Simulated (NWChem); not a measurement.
System meant: C2H9NSi; SMILES C[C@@H](N)[SiH3]

NWChem input:

```
start job
memory heap 200 mb stack 900 mb global 1100 mb
geometry units angstroms noautosym nocenter noautoz
  C     -1.222073     1.229855     0.102681
  C      0.017725     0.500274    -0.397494
  N      1.221173     1.162717     0.108305
  Si    -0.006155    -1.362178     0.025032
  H     -1.155281     2.300284    -0.148736
  H     -1.318357     1.153021     1.199105
  H     -2.143064     0.820384    -0.339809
  H      0.038515     0.584686    -1.499497
  H      2.064470     0.730501    -0.264910
  H      1.277429     1.073597     1.122881
  H      1.236348    -2.003991    -0.512485
  H      0.006014    -1.514795     1.516445
  H     -1.193525    -2.097371    -0.520308
end
basis spherical
  * library 6-31g*
end
dft
  xc m06-l
  iterations 150
end
property
  shielding
end
task dft property
```

End of the output:

```
 Vector   24  Occ=0.000000D+00  E= 6.002971D-02
              MO Center= -3.1D-01, -1.0D+00, -1.2D-01, r^2= 4.5D+00
   Bfn.  Coefficient  Atom+Function         Bfn.  Coefficient  Atom+Function
  ----- ------------  ---------------      ----- ------------  ---------------
    55      1.028626   4 Si pz               76     -0.923481  12 H  s
    74      0.887184  11 H  s                53     -0.602127   4 Si px
     6     -0.536409   1 C  s                62      0.432723   5 H  s
    51      0.358383   4 Si pz               49     -0.229162   4 Si px
    68      0.170248   8 H  s                 8     -0.153024   1 C  py

 center of mass
 --------------
 x =   0.03220584 y =  -0.00029962 z =  -0.01923265

 moments of inertia (a.u.)
 ------------------
         437.212182924536           3.044558027804          -1.489147266930
           3.044558027804         234.536681620794          -2.364710112122
          -1.489147266930          -2.364710112122         598.563482195603

     Multipole analysis of the density
     ---------------------------------

     L   x y z        total         alpha         beta         nuclear
     -   - - -        -----         -----         ----         -------
     0   0 0 0     -0.000000    -21.000000    -21.000000     42.000000

     1   1 0 0      0.088120     -0.001768     -0.001768      0.091655
     1   0 1 0     -0.095762     -0.516171     -0.516171      0.936580
     1   0 0 1      0.046479      0.124915      0.124915     -0.203352

     2   2 0 0    -24.856452    -76.557285    -76.557285    128.258118
     2   1 1 0     -1.016880      2.929103      2.929103     -6.875086
     2   1 0 1      0.468157     -0.255080     -0.255080      0.978318
     2   0 2 0    -29.967881   -132.916781   -132.916781    235.865682
     2   0 1 1      0.616051     -0.918332     -0.918332      2.452714
     2   0 0 2    -24.999429    -28.730369    -28.730369     32.461310

          -----------------------------------------
          Chemical Shielding Tensors (GIAO, in ppm)
          -----------------------------------------

 ------------------------------------------------------------------------
  xm06: d2 not coded                    0
 ------------------------------------------------------------------------
 ------------------------------------------------------------------------
  current input line :
    28: task dft property
 ------------------------------------------------------------------------
 ------------------------------------------------------------------------
 This error has not yet been assigned to a category
 ------------------------------------------------------------------------
 For more information see the NWChem manual at https://nwchemgit.github.io

0: xm06: d2 not coded:Received an Error in Communication
```

### Question
Can this run be used? If not, why, and what is the fix?

### Answer
The run crashed. Cause: this functional's second derivatives, which shieldings need, aren't coded here; the fix takes a hybrid GGA instead. This input runs:
```
start job
memory heap 200 mb stack 900 mb global 1100 mb
geometry units angstroms noautosym nocenter noautoz
  C     -1.222073     1.229855     0.102681
  C      0.017725     0.500274    -0.397494
  N      1.221173     1.162717     0.108305
  Si    -0.006155    -1.362178     0.025032
  H     -1.155281     2.300284    -0.148736
  H     -1.318357     1.153021     1.199105
  H     -2.143064     0.820384    -0.339809
  H      0.038515     0.584686    -1.499497
  H      2.064470     0.730501    -0.264910
  H      1.277429     1.073597     1.122881
  H      1.236348    -2.003991    -0.512485
  H      0.006014    -1.514795     1.516445
  H     -1.193525    -2.097371    -0.520308
end
basis spherical
  * library 6-31g*
end
dft
  xc pbe0
  iterations 150
end
property
  shielding
end
task dft property
```
It converges to -425.54060 Ha (PBE0/6-31G* (spherical d), GIAO).
